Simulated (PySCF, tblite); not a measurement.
Isomers of C4H4F2O2. Level: GFN2-xTB in tblite, geometry and Hessian alike; calculated harmonic values, unscaled, isolated species. Against measured fundamentals such values can be off by several per cent, at times by over 20. One conformer each.

Electronic energies: PBE0/pcSseg-1 single points on the GFN2-xTB geometries (PySCF, gas phase).

```tsv
SMILES	electronic energy, lowest = 0 (kJ/mol)
O=C(F)CCC(=O)F	0.0
O=C1OC[C@@H]1C(F)F	113.9
O=C1C[C@H](C(F)F)O1	108.0
```

Problem. How do GFN2-xTB zero-point energies change the relative energies?

Solution. 
```tsv
SMILES	ZPE (kJ/mol)	of it from modes above 1550 cm⁻¹	electronic (kJ/mol)	with ZPE, lowest = 0 (kJ/mol)	lowest mode (cm⁻¹)	rings
O=C(F)CCC(=O)F	201.9	93.8	0.0	0.0	46	0
O=C1C[C@H](C(F)F)O1	206.0	82.8	108.0	112.2	43	1
O=C1OC[C@@H]1C(F)F	206.7	82.5	113.9	118.7	53	1
```

The zero-point energies span 4.8 kJ/mol, from `O=C(F)CCC(=O)F` to `O=C1OC[C@@H]1C(F)F`. The order is unchanged.

Problem. And how do the electronic energies of GFN2-xTB itself compare?

Solution. `O=C(F)CCC(=O)F` 0.0; `O=C1C[C@H](C(F)F)O1` 37.0; `O=C1OC[C@@H]1C(F)F` 38.6 kJ/mol, lowest = 0. Against the energies above, taken from the same isomer `O=C(F)CCC(=O)F`, the largest difference is 75.3 kJ/mol.

Problem. What do entropy and thermal enthalpy add at 298.15 K and 1 bar (rigid rotor, harmonic oscillator, one conformer each)?

Solution. 
```
             SMILES  point group  symmetry number  S (J/(mol K))  H − H(0) (kJ/mol)  ZPE + H − H(0) − TS (kJ/mol)
     O=C(F)CCC(=O)F           C2                2          380.0              23.81                         112.4
O=C1C[C@H](C(F)F)O1           C1                1          358.8              21.17                         120.2
 O=C1OC[C@@H]1C(F)F           C1                1          357.7              21.21                         121.2
```
